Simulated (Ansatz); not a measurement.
Nb₃Si₃ (the lowest doublet isomer of a short search) was relaxed with PBE-D4 (def2-SVP) in Ansatz in these states: neutral doublet, neutral quartet. The geometries follow in no particular order.

In the def2 sets Nb takes a core potential; there is no spin–orbit coupling.

A:

```xyz
6

Nb    1.145   -0.859   -0.267
Nb   -0.985   -1.218    1.000
Nb    0.529    0.581    1.684
Si    1.332    1.713   -0.411
Si   -0.925    0.965   -0.494
Si   -1.096   -1.181   -1.511
```

B:

```xyz
6

Nb    1.3224    0.6263    0.0710
Nb   -0.9125    0.7248    1.4709
Nb   -1.0607    1.2998   -0.8440
Si    0.4805   -0.2344   -2.1669
Si   -0.5602   -1.2155   -0.2657
Si    0.7304   -1.2010    1.7346
```

Question: Judge from the bond lengths which geometry belongs to which state (an estimate).

Answer: A is the neutral doublet (Nb1–Nb3 2.503 Å, Nb1–Nb2 2.504 Å, Nb1–Si5 2.768 Å); B is the neutral quartet (Nb1–Nb3 2.640 Å, Nb1–Nb2 2.639 Å, Nb1–Si5 2.655 Å).

At PBE0-D4/def2-TZVP a doublet lies 0.61 eV below the neutral quartet. These are the stationary points nearest to one start from a short search; other shapes may lie lower in each state.
